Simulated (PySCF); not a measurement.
Sc (scandium, neutral) across methods

[Ar] 3d1 4s2, 2D determinant. Calculation: PySCF 2.14, in ANO-RCC-VTZP (6s5p3d2f1g, 59 functions); the spin-free X2C one-electron Hamiltonian (Gaussian nucleus).

```json
{"method": "M06", "E (hartree)": "-764.163", "mean ε 3d α (eV)": "-4.504", "mean ε 4s α (eV)": "-4.665", "mean ε 4s β (eV)": "-4.707", "Σ⟨r²⟩ (bohr²)": "48.46", "⟨S²⟩": "0.759"}
{"method": "CAM-B3LYP", "E (hartree)": "-764.226", "mean ε 3d α (eV)": "-6.549", "mean ε 4s α (eV)": "-5.703", "mean ε 4s β (eV)": "-5.523", "Σ⟨r²⟩ (bohr²)": "49.50", "⟨S²⟩": "0.767"}
{"method": "PBE", "E (hartree)": "-763.965", "mean ε 3d α (eV)": "-3.487", "mean ε 4s α (eV)": "-4.157", "mean ε 4s β (eV)": "-3.944", "Σ⟨r²⟩ (bohr²)": "48.92", "⟨S²⟩": "1.033"}
{"method": "PBE0", "E (hartree)": "-763.998", "mean ε 3d α (eV)": "-5.151", "mean ε 4s α (eV)": "-4.813", "mean ε 4s β (eV)": "-4.599", "Σ⟨r²⟩ (bohr²)": "49.76", "⟨S²⟩": "0.840"}
{"method": "LDA", "E (hartree)": "-762.205", "mean ε 3d α (eV)": "-3.558", "mean ε 4s α (eV)": "-4.330", "mean ε 4s β (eV)": "-4.094", "Σ⟨r²⟩ (bohr²)": "48.79", "⟨S²⟩": "0.904"}
{"method": "TPSSh", "E (hartree)": "-764.196", "mean ε 3d α (eV)": "-4.264", "mean ε 4s α (eV)": "-4.427", "mean ε 4s β (eV)": "-4.193", "Σ⟨r²⟩ (bohr²)": "49.46", "⟨S²⟩": "1.008"}
```

Q: Estimate the same row for UHF.

A: E (hartree) = -763.28537; mean ε 3d α (eV) = -9.363; mean ε 4s α (eV) = -5.915; mean ε 4s β (eV) = -5.591; Σ⟨r²⟩ (bohr²) = 52.46; ⟨S²⟩ = 0.761.
